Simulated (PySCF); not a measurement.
FGaH6Si2, SMILES [F][Ga]([SiH3])[SiH3]. Atoms are numbered in the order given.

```xyz
10

Ga    -0.1886    -0.1229     0.0171
F     -1.6702    -1.0832     0.1471
Si    -0.5026     1.8804    -1.2966
H      0.7954     2.3414    -1.8809
H     -1.0213     2.9665    -0.4055
H     -1.4842     1.6562    -2.4006
Si     1.6705    -1.1221     1.1932
H      2.6341    -0.0715     1.6477
H      2.3955    -2.0400     0.2578
H      1.2087    -1.9089     2.3763
```

Geometry: PBE0-D3(BJ)/def2-SVP. The structure was generated by enumeration; whether it is a known compound was not checked.

Computed with PBE0-D3(BJ)/def2-SVP (PySCF).

Frequencies are harmonic and unscaled.

A small imaginary wavenumber (i) marks a very flat motion, where grid noise or a shallow saddle decides the sign.

```json
[
 {"mode": "1", "ν (cm⁻¹)": "15i", "IR (km/mol)": "0.2", "moving atoms (share of kinetic energy)": "H 92 %"},
 {"mode": "2", "ν (cm⁻¹)": "10", "IR (km/mol)": "0.1", "moving atoms (share of kinetic energy)": "H 96 %"},
 {"mode": "3", "ν (cm⁻¹)": "76", "IR (km/mol)": "1.0", "moving atoms (share of kinetic energy)": "Si 50 %, Ga 23 %, H 22 %"},
 {"mode": "4", "ν (cm⁻¹)": "115", "IR (km/mol)": "11.4", "moving atoms (share of kinetic energy)": "Ga 47 %, F 24 %, Si 16 %, H 14 %"},
 {"mode": "5", "ν (cm⁻¹)": "147", "IR (km/mol)": "20.5", "moving atoms (share of kinetic energy)": "F 69 %, Si 14 %, Ga 9 %"},
 {"mode": "6", "ν (cm⁻¹)": "289", "IR (km/mol)": "0.0", "moving atoms (share of kinetic energy)": "Si 82 %, H 10 %"},
 {"mode": "7", "ν (cm⁻¹)": "365", "IR (km/mol)": "27.0", "moving atoms (share of kinetic energy)": "Si 49 %, Ga 41 %, H 11 %"},
 {"mode": "8", "ν (cm⁻¹)": "404", "IR (km/mol)": "0.0", "moving atoms (share of kinetic energy)": "H 91 %, Si 9 %"},
 {"mode": "9", "ν (cm⁻¹)": "460", "IR (km/mol)": "16.5", "moving atoms (share of kinetic energy)": "H 83 %, Si 11 %"},
 {"mode": "10", "ν (cm⁻¹)": "466", "IR (km/mol)": "11.2", "moving atoms (share of kinetic energy)": "H 83 %, Si 12 %"},
 {"mode": "11", "ν (cm⁻¹)": "494", "IR (km/mol)": "11.1", "moving atoms (share of kinetic energy)": "H 85 %, Si 12 %"},
 {"mode": "12", "ν (cm⁻¹)": "675", "IR (km/mol)": "77.3", "moving atoms (share of kinetic energy)": "F 78 %, Ga 21 %"},
 {"mode": "13", "ν (cm⁻¹)": "832", "IR (km/mol)": "516.9", "moving atoms (share of kinetic energy)": "H 90 %, Si 10 %"},
 {"mode": "14", "ν (cm⁻¹)": "866", "IR (km/mol)": "27.7", "moving atoms (share of kinetic energy)": "H 91 %, Si 9 %"},
 {"mode": "15", "ν (cm⁻¹)": "925", "IR (km/mol)": "11.6", "moving atoms (share of kinetic energy)": "H 98 %"},
 {"mode": "16", "ν (cm⁻¹)": "927", "IR (km/mol)": "49.6", "moving atoms (share of kinetic energy)": "H 98 %"},
 {"mode": "17", "ν (cm⁻¹)": "932", "IR (km/mol)": "12.6", "moving atoms (share of kinetic energy)": "H 97 %"},
 {"mode": "18", "ν (cm⁻¹)": "933", "IR (km/mol)": "69.0", "moving atoms (share of kinetic energy)": "H 98 %"},
 {"mode": "19", "ν (cm⁻¹)": "2209", "IR (km/mol)": "109.0", "moving atoms (share of kinetic energy)": "H 98 %"},
 {"mode": "20", "ν (cm⁻¹)": "2212", "IR (km/mol)": "11.6", "moving atoms (share of kinetic energy)": "H 98 %"},
 {"mode": "21", "ν (cm⁻¹)": "2223", "IR (km/mol)": "94.9", "moving atoms (share of kinetic energy)": "H 96 %"},
 {"mode": "22", "ν (cm⁻¹)": "2224", "IR (km/mol)": "63.8", "moving atoms (share of kinetic energy)": "H 96 %"},
 {"mode": "23", "ν (cm⁻¹)": "2236", "IR (km/mol)": "76.7", "moving atoms (share of kinetic energy)": "H 96 %"},
 {"mode": "24", "ν (cm⁻¹)": "2237", "IR (km/mol)": "78.3", "moving atoms (share of kinetic energy)": "H 96 %"}
]
```
